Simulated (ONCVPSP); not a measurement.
# Before and after: ONCV potential for lithium (Li)

ONCVPSP 4.0.1 input, shortened (lines: element, Z, core and valence counts, functional; n l f; lmax; l rc ep ncon nbas qcut; lloc lpopt rc5 dvloc0; l nproj debl; icmod fcfact rcfact), PBEsol, non-relativistic:

```
  Li 3.00    0    2  -116133      upf
    1    0    2.00
    2    1    1.00
    1
    0    0.45    0.00    4    9   13.20
    1    4.00    0.00    3    8    1.80
    4    1    0.30    0.00
    0    1    0.90
    1    2    1.80
    0    0.00    0.00
```

All-electron outer shells of the reference configuration (PBEsol, non-relativistic, ld1.x):

| shell | level (eV) | outermost node (bohr) | outermost maximum (bohr) |
| --- | --- | --- | --- |
| 1s | -52.92 | – | 0.36 |
| 2p | -1.54 | – | 3.96 |

Change: p: qcut 1.1.

Cutoffs: the cutoffs (Ha) at which the residual kinetic energy of the hardest occupied pseudo-wave falls to 1 and 0.1 mHa per electron; they do not see the model core or the augmentation charge, which bear on the density cutoff. Errors are all-electron minus pseudo energies relative to the spin-unpolarised reference configuration.

Question: What does the change do?

Answer: The potential gets neither clearly harder nor softer (634 Ha and 1147 Ha → 634 Ha and 1147 Ha); the s channel sets the loose cutoff, while the largest relative change is in p, which becomes harder; of the 3 tests that both files solve, the error grows in 2 and shrinks in 0 by more than 15 % and 0.3 meV (median size 23.8 → 31.8 meV); neither file shows a bound ghost.

```csv
quantity,base,changed
"cutoff, loose",634 Ha,634 Ha
"cutoff, tight",1147 Ha,1147 Ha
loose cutoff by channel,"s 634 Ha, p 1.3 Ha","s 634 Ha, p 2.7 Ha"
bound ghosts,none,none
GHOST(+) flags under 300 eV,none,none
tests with a reliable result,3 of 4,3 of 4
"error for 1s2 2s1 2p0, meV [ΔE -1.76 eV]",-24,-32
"error for 1s2 2p0, meV [ΔE 3.43 eV]",+35,+48
"error for 1s2 2s0.5 2p0, meV [ΔE 0.25 eV]",-0.4,-0.3
s: phases at 0.46 bohr within 0.05 rad from the reference energy up to (Ha; the scan ends near 5),to the end of the scan,to the end of the scan
p: phases at 4.07 bohr within 0.05 rad from the reference energy up to (Ha; the scan ends near 5),0.1,0.4
```
